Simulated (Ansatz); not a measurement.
`[NH2][Mg][Br]` + `C[N](C)[Ge][OH]` → `C[N](C)[Mg][NH2]` + `[OH][Ge][Br]`  (redistribution)

Computed with Ansatz on PBE0-D4/def2-TZVP structures; ΔE is electronic, products minus reactants. CBS: MP2 limit from def2 TZ/QZ plus the TZ coupled-cluster correction, frozen cores. DFT in def2-TZVPP. For Br, Ge, Mg outer-core shells are correlated without core-valence functions, which leaves a few kJ/mol of doubt a bond. Scalar relativity is left out up to krypton. Each species was taken in one conformer, which may not be the lowest.

| level | ΔE (eV) |
| --- | --- |
| CAM-B3LYP | 0.97 |
| CCSD(T)/def2-TZVPP | 1.04 |

**Question.** What does CCSD(T)/CBS give? (Best estimate.)

**Answer.** The calculation gave: +1.01 eV. The listed levels differ from it by -0.04, 0.03 eV.

Largest T1 diagnostic among the species: 0.014.

At CCSD(T), def2-SVP lies +0.04 eV from the extrapolated value and def2-TZVPP +0.02 eV. From BLYP to BHLYP (50 % exact exchange), in def2-TZVPP and without D4, ΔE moves by +0.20 eV. Leaving LDA and LC-ωPBE aside and taking each functional with its dispersion term where it has one, the values, not all of them listed here, spread over 0.20 eV, from BLYP-D4 to PBE-QIDH. LDA lies +0.12 eV from PBE without D4.
